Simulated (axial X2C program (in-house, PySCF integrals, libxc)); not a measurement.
# Nuclear properties of HTaH⁺

Computed with an in-house all-electron X2C program for linear molecules (integrals from PySCF): two-component X2C with atomic mean-field Coulomb and Gaunt terms, Gaussian nuclei, basis H dyall-v3z, Ta dyall-v3z with contracted cores.

H–Ta–H held linear, with bonds 1.842 and 1.842 Å (near the PBE0 minimum at charge 1 of the determinant lowest at the starting distance; the state shown can have its own minimum elsewhere, held linear; other orders of the atoms were not compared).

Determinant lowest in the PBE0 search, Ω = 1 (⟨Sz⟩ = -0.95, ⟨Lz⟩ = 1.95 at PBE0), spin on the atoms H -0.01, Ta -0.94, H -0.01:

```csv
level,A∥/gI H (MHz),qzz H (a.u.),A∥/gI Ta (MHz),qzz Ta (a.u.)
PBE0,3.4,0.07,-4500,-15.98
HF,4.29,0.08,-3890,-16.78
PBE,3.1,0.07,-4630,-15.62
```

A∥ (defined per Ω) follows by multiplying with gI = μI/(I μN); qzz is the electric field gradient, eQq0 = 234.96 MHz × Q/barn × qzz. The operators were transformed with the bare-nucleus X2C matrices; with these basis sets, hyperfine constants and field gradients can be off by tens of per cent, and where levels differ in sign neither size nor sign is settled.

Problem. With gI(1H) = 5.5857, gI(181Ta) = 0.6773, Q(181Ta) = 3.17 barn (g factors from the IAEA table of nuclear moments by Stone; Q from Pyykkö, Mol. Phys. 2018), turn the PBE0 values of the first state into constants in MHz.

Solution. A∥(1H) = 3.4 × 5.5857 = 19 MHz; A∥(181Ta) = -4500 × 0.6773 = -3050 MHz; eQq0(181Ta) = 234.96 × (3.17) × (-15.98) = -11900 MHz.

The molecule was held linear; bending was not examined, so a bent shape may lie lower.

Each state is one determinant with collinear spin, which with several unpaired electrons need not be a pure state. Unrestricted Hartree–Fock can overshoot spin polarisation at the nuclei. With several open shells hyperfine constants can be off by a factor of several. Open-shell Ω = 0 determinants with evenly filled partner blocks cannot be reached by this program, so the Ω shown need not be the lowest component. States lie within half an eV, so the first need not be the ground state. Further determinants of the search, some of them spin-mixed, are not shown.
